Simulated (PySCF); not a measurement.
Computed with PBE-D3(BJ)/def2-TZVP // B3LYP-D3(BJ)/def2-SVP (PySCF). Gas-phase values, no solvent. One relaxed conformer stands for a flexible species; it need not be the lowest. Excitations are Tamm–Dancoff values on a coarser integration grid. The basis has no diffuse functions, so Rydberg states are missing or too high.

Reference species (SMILES): `Bc1c(C=C)ccc2ccsc12` (neutral, multiplicity 1).

The HOMO–LUMO gap is 2.63 eV. The S1 excitation (TDA) is 3.03 eV.

Changed species: `C=Cc1c2c(sc(c2)B)ccc1`.

Q: What does the change do to the HOMO–LUMO gap and S1 excitation (TDA)?

A: the HOMO–LUMO gap falls by 0.27 eV, to 2.36 eV; the S1 excitation (TDA) decreases by 0.17 eV, to 2.86 eV.
